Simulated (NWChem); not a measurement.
System: BeNH₃Se; SMILES [NH2][Be][SeH]

Input file for NWChem:

```
start job
memory heap 200 mb stack 900 mb global 1100 mb
geometry units angstroms noautosym nocenter noautoz
  Be     0.028568    -1.138409    -0.000571
  N     -0.005029    -2.634290     0.001398
  H     -0.030885    -3.224408    -0.824087
  H     -0.010326    -3.222101     0.828750
  Se     0.118905     0.893204    -0.003380
  H     -1.349832     0.995914     0.015034
end
basis spherical
  * library pcsseg-1
end
dft
  xc kt2
  iterations 150
end
property
  shielding 5 1 2 3 5 6
end
task dft property
```

NWChem printed, in part:

```
             Northwest Computational Chemistry Package (NWChem) 7.3.0
             --------------------------------------------------------

                             Geometry "geometry" -> ""
                             -------------------------

 Output coordinates in angstroms (scale by  1.889725989 to convert to a.u.)

  No.       Tag          Charge          X              Y              Z
 ---- ---------------- ---------- -------------- -------------- --------------
    1 Be                   4.0000     0.02856800    -1.13840900    -0.00057100
    2 N                    7.0000    -0.00502900    -2.63429000     0.00139800
    3 H                    1.0000    -0.03088500    -3.22440800    -0.82408700
    4 H                    1.0000    -0.01032600    -3.22210100     0.82875000
    5 Se                  34.0000     0.11890500     0.89320400    -0.00338000
    6 H                    1.0000    -1.34983200     0.99591400     0.01503400

 Effective nuclear repulsion energy (a.u.)     113.2898128704

                              NWChem Property Module
                              ----------------------

  itol2e modified to match energy
  convergence criterion.

                                 NWChem DFT Module
                                 -----------------

 Summary of "ao basis" -> "ao basis" (spherical)
 ------------------------------------------------------------------------------
       Tag                 Description            Shells   Functions and Types
 ---------------- ------------------------------  ------  ---------------------
 Be                         pcsseg-1                 6       12   3s3p
 N                          pcsseg-1                 7       17   3s3p1d
 H                          pcsseg-1                 3        5   2s1p
 Se                         pcsseg-1                15       41   5s7p3d

  itol2e modified to match energy
  convergence criterion.

[...]

          -----------------------------------------
          Chemical Shielding Tensors (GIAO, in ppm)
          -----------------------------------------

                                NWChem CPHF Module
                                ------------------

  scftype          =     RHF
  nclosed          =       24
  nopen            =        0
  variables        =     1464
  # of vectors     =        3
  tolerance        = 0.10D-03
  level shift      = 0.00D+00
  max iterations   =       50
  max subspace     =       30

 SCF residual:    6.9915397264383266E-005

Iterative solution of linear equations
  No. of variables     1464
  No. of equations        3
  Maximum subspace       30
        Iterations       50
       Convergence  1.0D-04

   iter   nsub   residual    time
   ----  ------  --------  ---------
     1      3    5.98D-05      15.2

      Atom:    1  Be
        Diamagnetic
    136.7361      1.0706      0.0152
      1.0706    168.5660     -0.0408
      0.0152     -0.0408    138.0575

        Paramagnetic
    -82.1239     -1.3599      0.0835
     -1.3599    -19.4420     -0.0374
      0.0835     -0.0374    -75.5581

        Total Shielding Tensor
     54.6121     -0.2893      0.0987
     -0.2893    149.1240     -0.0782
      0.0987     -0.0782     62.4994

           isotropic =      88.7452
          anisotropy =      90.5697

          Principal Components and Axis System
                 1           2           3
              149.1250     62.5005     54.6100

      1        -0.0031      0.0125      0.9999
      2         1.0000      0.0009      0.0031
      3        -0.0009      0.9999     -0.0125

      Atom:    2  N
        Diamagnetic
    300.0155      1.0794      0.2548
      1.0794    330.3257     -0.0240
      0.2548     -0.0240    320.5992

        Paramagnetic
    -72.0309     -0.0410     -1.0247
     -0.0410    -51.6287     -0.0827
     -1.0247     -0.0827   -154.2585

        Total Shielding Tensor
    227.9846      1.0384     -0.7699
      1.0384    278.6970     -0.1067
     -0.7699     -0.1067    166.3408

           isotropic =     224.3408
          anisotropy =      81.5664

          Principal Components and Axis System
                 1           2           3
              278.7183    227.9729    166.3311

      1         0.0205      0.9997      0.0125
      2         0.9998     -0.0205      0.0008
      3        -0.0011     -0.0125      0.9999

      Atom:    3  H
        Diamagnetic
     21.7856      0.5229      0.4178
      0.5229     33.8853      8.7840
      0.4178      8.7840     35.4908

        Paramagnetic
      2.6246     -0.3300     -0.1628
     -0.3300     -1.1856     -2.1491
     -0.1628     -2.1491     -3.3788

        Total Shielding Tensor
     24.4102      0.1928      0.2550
      0.1928     32.6997      6.6349
      0.2550      6.6349     32.1120

           isotropic =      29.7406
          anisotropy =      13.9702

          Principal Components and Axis System
                 1           2           3
               39.0541     25.7663     24.4015

      1         0.0215      0.0373      0.9991
      2         0.7224     -0.6914      0.0103
      3         0.6912      0.7215     -0.0419

      Atom:    4  Se
        Diamagnetic
   3007.1657     -0.6721     -0.0791
     -0.6721   3006.7262      0.0042
     -0.0791      0.0042   3000.8428

        Paramagnetic
   -676.6547   -158.3698     -0.5042
   -158.3698   -748.6762      2.0278
     -0.5042      2.0278   -725.0324

[...]
```

Level: KT2/pcSseg-1, GIAO. All runs use the structure optimised with PBE0/def2-SVP. The output numbers the shielded atoms by their place in the input's list. The printed shielding anisotropy is the first printed principal value minus the mean of the other two.
